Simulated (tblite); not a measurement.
Compound: C6H12AlBS.
Bonds: C1–C2 (triple), C2–Al3, Al3–S4, S4–B5, B5–C6, Al3–C7, C7–C8, C7–C9. Hydrogens: H10 on C1; H11 on B5; H12, H13, H14 on C6; H15 on C7; H16, H17, H18 on C8; H19, H20, H21 on C9.

Computed with GFN2-xTB (tblite), gas phase: L-BFGS steps from a force-field or distance-geometry start until the largest atomic force falls under 0.01 eV/Å.

Step 163: E = -665.6381 eV
```
atom  x, y, z in Å  |  force x, y, z in eV/Å
C1      1.1242    3.0707    0.6674   -0.010  -0.032  -0.017
C2      0.7182    2.0285    0.2019    0.025   0.013   0.023
Al3     0.0767    0.3586   -0.5711    0.015  -0.032  -0.018
S4      1.4607   -0.8208   -1.8651   -0.016   0.036  -0.006
B5      2.9547   -0.9561   -0.9264    0.013  -0.010   0.003
C6      3.0573   -0.5383    0.5910    0.006  -0.016  -0.004
C7     -1.8487   -0.2452   -0.5743   -0.023  -0.015   0.007
C8     -2.1012   -1.6817   -0.0832    0.002   0.018   0.017
C9     -2.6933    0.7535    0.2286    0.016  -0.005  -0.013
H10     1.4714    3.9794    1.0773    0.000  -0.002  -0.005
H11     3.8869   -1.3847   -1.4935   -0.020  -0.002   0.011
H12     3.6452   -1.2433    1.1766    0.007  -0.011  -0.002
H13     2.0821   -0.4254    1.0777   -0.053   0.011   0.014
H14     3.5634    0.4236    0.6745    0.016   0.036  -0.002
H15    -2.2032   -0.2085   -1.6218   -0.002   0.008   0.000
H16    -3.1451   -1.9595   -0.2398    0.034  -0.035   0.005
H17    -1.4670   -2.3976   -0.6095   -0.019   0.046  -0.041
H18    -1.8849   -1.7603    0.9817   -0.008  -0.023   0.027
H19    -3.7610    0.5808    0.0879    0.004  -0.029   0.007
H20    -2.4727    1.7781   -0.0718    0.019   0.016  -0.014
H21    -2.4728    0.6654    1.2916   -0.006   0.028   0.007
```

Step 164: E = -665.6384 eV
```
atom  x, y, z in Å  |  force x, y, z in eV/Å
C1      1.1349    3.0713    0.6594   -0.003  -0.013  -0.012
C2      0.7307    2.0302    0.1904    0.014  -0.012   0.011
Al3     0.0823    0.3616   -0.5805    0.014  -0.043  -0.013
S4      1.4621   -0.8210   -1.8791   -0.024   0.047   0.002
B5      2.9480   -0.9562   -0.9277    0.018  -0.007  -0.005
C6      3.0325   -0.5454    0.5927   -0.022   0.042   0.055
C7     -1.8443   -0.2419   -0.5723   -0.007  -0.003  -0.003
C8     -2.0888   -1.6803   -0.0829    0.007   0.032   0.023
C9     -2.6889    0.7537    0.2349    0.022  -0.005  -0.012
H10     1.4814    3.9794    1.0708    0.003   0.002  -0.002
H11     3.8890   -1.3749   -1.4880   -0.030  -0.003   0.013
H12     3.6433   -1.2336    1.1768   -0.018   0.025  -0.013
H13     2.0488   -0.4686    1.0780    0.048   0.006  -0.030
H14     3.5041    0.4370    0.6816   -0.027  -0.055   0.000
H15    -2.2011   -0.2048   -1.6189   -0.010   0.010  -0.005
H16    -3.1288   -1.9681   -0.2466    0.034  -0.032   0.011
H17    -1.4439   -2.3919   -0.6021   -0.020   0.046  -0.050
H18    -1.8781   -1.7524    0.9831   -0.015  -0.040   0.041
H19    -3.7569    0.5799    0.0951    0.017  -0.026   0.011
H20    -2.4695    1.7798   -0.0629    0.014   0.001  -0.013
H21    -2.4658    0.6633    1.2977   -0.013   0.026  -0.010
```

Problem. Estimate the geometry and energy of step 165. (The exact step hangs on the optimiser's Hessian estimate; all steps are aligned on step 164, rigid shifts and turns removed.)

Solution. E = -665.6391 eV, largest force 0.072 eV/Å
```
atom  x, y, z in Å  |  force x, y, z in eV/Å
C1      1.1331    3.0668    0.6641    0.001   0.000  -0.008
C2      0.7312    2.0248    0.1959    0.003  -0.029  -0.003
Al3     0.0813    0.3592   -0.5805    0.011  -0.045  -0.010
S4      1.4622   -0.8243   -1.8779   -0.028   0.048   0.008
B5      2.9487   -0.9583   -0.9265    0.002  -0.004  -0.020
C6      3.0360   -0.5412    0.5908   -0.038   0.004   0.028
C7     -1.8471   -0.2419   -0.5717    0.012   0.007  -0.014
C8     -2.0896   -1.6806   -0.0832    0.006   0.041   0.014
C9     -2.6908    0.7553    0.2338    0.006   0.021  -0.002
H10     1.4779    3.9756    1.0750    0.007   0.008   0.004
H11     3.8884   -1.3792   -1.4855   -0.013  -0.013   0.000
H12     3.6367   -1.2322    1.1790    0.020  -0.016   0.009
H13     2.0547   -0.4514    1.0739   -0.014   0.011  -0.002
H14     3.5179    0.4334    0.6753    0.011   0.025   0.005
H15    -2.2029   -0.2051   -1.6185   -0.015   0.011  -0.007
H16    -3.1288   -1.9712   -0.2441    0.014  -0.024   0.010
H17    -1.4461   -2.3888   -0.6073   -0.004   0.028  -0.048
H18    -1.8752   -1.7541    0.9814   -0.010  -0.044   0.056
H19    -3.7597    0.5784    0.0968    0.053  -0.009   0.017
H20    -2.4719    1.7818   -0.0685   -0.005  -0.043  -0.004
H21    -2.4650    0.6703    1.2972   -0.020   0.022  -0.032
```

The energy changes by -0.0008 eV. The first-order estimate −F·Δx gives -0.0013 eV and the mean of the old and new forces, exact on a quadratic surface, -0.0008 eV. The step makes an angle of 78° with the force vector and moves no atom by more than 0.019 Å.

The cost below is that of the whole relaxation. Hardware: an Arm Neoverse N1 with one thread (shared host). Cost: 5.1 s of wall time.
